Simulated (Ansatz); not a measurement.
Acid–base and redox partners of NC=O. All species are isolated molecules in the gas phase. One relaxed conformer stands for each flexible species; it need not be the lowest. Strings in code marks are SMILES.

Quantity: electronic energy of isomers of CH2NO, doublet states, relative to `N[C]=O`, in eV. HF references are unrestricted for open shells and restricted for singlets.

Case: `[NH]C=O` (H–N–C–O torsion 26°). Geometry of `O=C[NH]` (neutral, multiplicity 2, Å):

```xyz
5

N      0.8196    -0.5371    -0.2286
C     -0.4327    -0.0363    -0.0790
O     -0.6401     1.1751    -0.1088
H      1.5035     0.1660     0.0712
H     -1.2503    -0.7676    -0.0707
```

What is the computed electronic energy of isomers of CH2NO, doublet states, relative to `N[C]=O` (frozen-core MP2/cc-pVTZ // B3LYP-D3(BJ)/def2-TZVP (Ansatz, a quantum-chemistry and plane-wave program))?

1.47 eV.
